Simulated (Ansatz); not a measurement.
Ideal-gas functions of AlH4SbSi (`[AlH]1[SiH2][SbH]1`) at 600 K and 1 bar, from an Ansatz frequency run at PBE0-D4/def2-TZVP.

Molar mass 180.86 g/mol, point group C1 (symmetry number 1), electronic degeneracy 1, moments of inertia 96.478, 222.313, 309.692 u Å². Harmonic wavenumbers (cm⁻¹, unscaled): 247, 277, 378, 389, 437, 455, 463, 538, 586, 798, 932, 1610, 1948, 2201, 2226.

Use S(trans) = R[1.5 ln M + 2.5 ln T − 1.1517]; rotational temperatures θ = 24.2544 K / I; S(rot) = R[ln(√π/σ · √(T³/θAθBθC)) + 1.5]; for each mode x = 1.438777 ν̃/T, S = R[x/(eˣ − 1) − ln(1 − e⁻ˣ)] and H = RT x/(eˣ − 1); 1 cm⁻¹ = 0.0119627 kJ/mol; R = 8.31446 J/(mol·K).

By hand: the entropy, in J/(mol·K).

Translation 188.2. Rotation: θ = 0.2514, 0.1091, 0.0783 K, giving 122.6. Vibration, mode by mode: 12.79, 11.87, 9.41, 9.19, 8.30, 7.99, 7.86, 6.75, 6.14, 4.08, 3.17, 0.87, 0.45, 0.27, 0.25, in all 89.4. Electronic 0.0. Sum 400.2 J/(mol·K).

By hand: H − E and G − E in kJ/mol, counted from the electronic energy.

Zero-point energy ½ × 13485 × 0.0119627 = 80.7; thermal vibration 30.2; translation, rotation and pV give 4 RT = 20.0. H − E = 130.9 kJ/mol, and G − E = 130.9 − 600 × 400.2/1000 = -109.2 kJ/mol.

Vibration gives 22 % of the entropy. The sum counts one conformer and one mirror image; others add a mixing term.
